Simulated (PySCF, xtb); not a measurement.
Ga(I)3 cation (GaI3), SMILES [I][Ga]([I])[I] (connectivity only; charge and spin as stated), charge +1, multiplicity 2.

Harmonic wavenumbers (cm⁻¹) from xtb 6.7.1 with GFN2-xTB at its own minimum, in rising order: 43, 43, 73, 140, 235, 236.

Problem. What does PySCF with PBE-D3(BJ)/def2-SVP give at its own minimum? (The exact figures need the calculation; the answer reports its results.)

Solution. 28, 28, 74, 150, 252, 252. Paired by order, the mean absolute difference is 12 cm⁻¹ and the zero-point energies are 1.1 and 1.1 kcal/mol.
